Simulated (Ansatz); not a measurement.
Two members of one family (Tin-oxo cages), computed with Ansatz in the gas phase; def2 core potentials for Sn, no spin–orbit coupling. A dash marks a value that wasn't run or was left out as unsound. The structures are stationary points that may keep the symmetry of their start.

First: [(RSn)12O14(OH)6]2+, R = Cl (singlet, charge 2, r2SCAN-D4/def2-SVP geometry).

```xyz
50

Sn   -3.160    1.163    0.645
Sn   -2.379   -1.984    1.469
Sn   -2.723   -1.135   -1.748
Sn    0.839   -2.171    2.238
Sn    0.265   -0.755   -3.129
Sn   -0.464    3.077    0.862
Sn   -0.839    2.171   -2.238
Sn   -0.266    0.754    3.129
Sn    0.465   -3.077   -0.862
Sn    3.160   -1.163   -0.645
Sn    2.379    1.983   -1.470
Sn    2.723    1.135    1.748
O    -1.934   -0.458    0.086
O    -1.920    2.420   -0.511
O    -1.652    1.759    1.995
O    -0.928   -1.152    2.758
O    -0.588   -2.941    0.895
O    -1.515    0.294   -2.724
O    -0.906   -2.155   -2.081
O     1.515   -0.294    2.724
O     1.920   -2.420    0.511
O     0.928    1.153   -2.758
O     1.652   -1.758   -1.995
O     0.588    2.941   -0.895
O     0.906    2.155    2.081
O     1.934    0.458   -0.086
O    -3.717   -0.416    1.930
O    -4.041    0.386   -1.110
O    -3.303   -2.587   -0.330
O     3.717    0.417   -1.930
O     4.041   -0.386    1.110
O     3.303    2.587    0.330
Cl   -4.837    2.653    1.217
Cl   -3.284   -3.600    2.857
Cl   -3.967   -1.912   -3.537
Cl    1.453   -3.703    3.822
Cl    0.474   -1.285   -5.343
Cl   -0.772    5.259    1.472
Cl   -1.453    3.703   -3.822
Cl   -0.474    1.285    5.343
Cl    0.773   -5.260   -1.471
Cl    4.836   -2.653   -1.217
Cl    3.283    3.600   -2.856
Cl    3.967    1.913    3.537
H    -4.442   -0.427    2.579
H    -4.880    0.657   -1.522
H    -3.884   -3.355   -0.471
H     4.442    0.427   -2.579
H     4.881   -0.656    1.522
H     3.883    3.355    0.471
```

```tsv
level	HOMO (eV)	LUMO (eV)	gap (eV)	vertical EA (eV)
PBE-D4/def2-SVP	-12.78	-10.23	2.55	8.89
r2SCAN-D4/def2-SVP	-13.28	-10.25	3.03	–
PBE0-D4/def2-SVP	-14.32	-9.59	4.73	8.65
```

Second: [(RSn)12O14(OH)6]2+, R = H (singlet, charge 2, r2SCAN-D4/def2-SVP geometry).

```xyz
50

Sn    0.366    1.507    3.100
Sn   -2.353    2.231    1.225
Sn    0.691    3.383    0.306
Sn   -3.147   -0.414   -0.643
Sn    1.891    1.493   -2.165
Sn    1.354   -1.613    2.460
Sn    3.147    0.414    0.643
Sn   -1.891   -1.493    2.165
Sn   -1.354    1.613   -2.460
Sn   -0.366   -1.507   -3.100
Sn    2.353   -2.231   -1.225
Sn   -0.691   -3.383   -0.306
O    -0.313    1.717    1.117
O     2.018    0.389    2.364
O    -0.332   -0.501    3.074
O    -2.817    0.161    1.361
O    -2.567    1.610   -0.797
O     2.314    2.103   -0.190
O     0.215    2.663   -1.637
O    -2.314   -2.104    0.190
O    -2.018   -0.389   -2.364
O     2.817   -0.161   -1.362
O     0.332    0.501   -3.074
O     2.567   -1.610    0.797
O    -0.214   -2.662    1.638
O     0.312   -1.717   -1.117
O    -1.642    2.222    3.241
O     1.242    3.314    2.369
O    -1.336    4.000    0.592
O     1.643   -2.221   -3.240
O    -1.242   -3.314   -2.369
O     1.336   -4.000   -0.592
H    -2.135    2.451    4.043
H     1.801    3.940    2.854
H    -1.717    4.876    0.427
H     2.135   -2.450   -4.042
H    -1.802   -3.939   -2.854
H     1.717   -4.876   -0.428
H     0.798    1.673    4.737
H    -3.882    2.919    1.510
H     1.355    4.902   -0.072
H    -4.789   -0.642   -0.987
H     2.879    2.261   -3.304
H     2.063   -2.467    3.738
H     4.789    0.642    0.987
H    -2.880   -2.261    3.304
H    -2.063    2.467   -3.738
H    -0.798   -1.674   -4.737
H     3.882   -2.920   -1.511
H    -1.355   -4.902    0.071
```

Question: Estimate the same table for the second.

Answer: 
| level | HOMO (eV) | LUMO (eV) | gap (eV) | vertical EA (eV) |
| --- | --- | --- | --- | --- |
| PBE-D4/def2-SVP | -12.16 | -8.12 | 4.04 | 6.70 |
| r2SCAN-D4/def2-SVP | -12.51 | -7.95 | 4.56 | – |
| PBE0-D4/def2-SVP | -13.52 | -7.28 | 6.23 | 6.29 |
